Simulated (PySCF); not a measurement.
Species: C7H10O2.
Geometry (PBE0-D3(BJ)/def2-SVP, Å), atoms numbered from 1 in this order:
```
atom  x, y, z in Å
C1     4.3989   -0.4963   -0.3347
C2     3.2255   -0.3094    0.2604
O3     2.0949   -0.1158   -0.4871
C4     0.9144    0.0635    0.1551
O5     0.8045    0.0658    1.3487
C6    -0.1889    0.2457   -0.8567
C7    -1.5283    0.5838   -0.2635
C8    -2.0873    1.7770   -0.4887
C9    -2.1858   -0.4830    0.5574
H10    5.2938   -0.6494    0.2691
H11    4.4885   -0.4994   -1.4230
H12    3.0620   -0.2929    1.3406
H13   -0.2386   -0.6950   -1.4355
H14    0.1450    1.0142   -1.5707
H15   -1.5851    2.5379   -1.0930
H16   -3.0654    2.0335   -0.0728
H17   -2.3288   -1.4016   -0.0371
H18   -1.5516   -0.7462    1.4180
H19   -3.1666   -0.1579    0.9305
```

Method: TDDFT PBE0/def2-SVPD, vertical, gas phase, core orbitals frozen in the response (PySCF).

Task: Predict the UV-vis stick spectrum at this level.

Result: 

```csv
state,λ (nm),E (eV),f,"main configurations (H = HOMO, L = LUMO)"
S1,222.8,5.56,0.0045,"H→L (59%), H-2→L (26%), H-1→L (9%)"
S2,204.4,6.07,0.087,"H-2→L (50%), H→L (37%)"
S3,200.3,6.19,0.287,"H-1→L (79%), H-2→L (13%)"
S4,183.0,6.77,0.055,"H→L+2 (48%), H→L+1 (38%)"
S5,180.7,6.86,0.0011,"H-1→L+1 (75%), H→L+2 (10%), H→L+1 (8%)"
S6,176.3,7.03,0.058,"H→L+1 (23%), H→L+2 (23%), H-1→L+2 (23%)"
```

The lowest singlet lies at 5.56 eV (223 nm, ultraviolet) and is very weak; its leading configuration is HOMO→LUMO (59%). The most intense listed level is S3 at 6.19 eV (200 nm, f = 0.287), 0.63 eV above S1. Löwdin shares by element: HOMO carbon 68% or more (atoms not listed hold the other 32%); LUMO carbon 56% or more, oxygen 19% or more (atoms not listed hold the other 25%). The oscillator strengths of these states sum to 0.493; summed over the whole spectrum of an exact calculation they would give the number of electrons, 68 (Thomas–Reiche–Kuhn). Orbital energies (eV): HOMO-3 -9.92, HOMO-2 -8.56, HOMO-1 -7.47, HOMO -7.32, LUMO -0.59, LUMO+1 0.13, LUMO+2 0.61. Of the 6 states listed, 4 reach f = 0.01 and none stays under 0.0005. Only the lowest 6 singlets were computed, as vertical energies without vibronic structure.

One conformer stands for the species.
